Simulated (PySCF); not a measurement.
**How methods differ on the ionisation energy of Rh²⁺**

Rh²⁺ [Kr] 4d7 (4F) → Rh³⁺ [Kr] 4d6 (5D), as a difference of total energies. All numbers are calculated (PySCF 2.14, scalar relativity through the core potential, in def2-QZVPPD with the def2 core potential (28 electrons)). Correlated levels: valence: 4s2 4p6 frozen; valence and next inner shell: nothing frozen outside the core potential. The calculations carry no spin-orbit coupling.

```tsv
method	ionisation energy (eV)
UHF	29.424
LDA	31.354
PBE	31.205
PBE0	31.058
r2SCAN	30.865
MN15	30.961
LC-wPBE	31.017
wB97X	31.028
HSE06	31.061
MP2 (valence)	30.788
SCS-MP2 (valence)	30.970
MP2 (valence and next inner shell)	30.659
SCS-MP2 (valence and next inner shell)	30.674
```

Q: How much does correlation contribute at MP2 (valence and next inner shell)?

A: 30.659 − (29.424) = 1.235 eV, measured against UHF.

The reference lies between the lowest fine-structure levels, while these numbers refer to the centres of the terms.

Errors of the correlated levels include the incompleteness of this basis and the frozen core.

For comparison: 31.06 eV (semi-empirical (NIST evaluation); NIST Atomic Spectra Database, ionization energies).
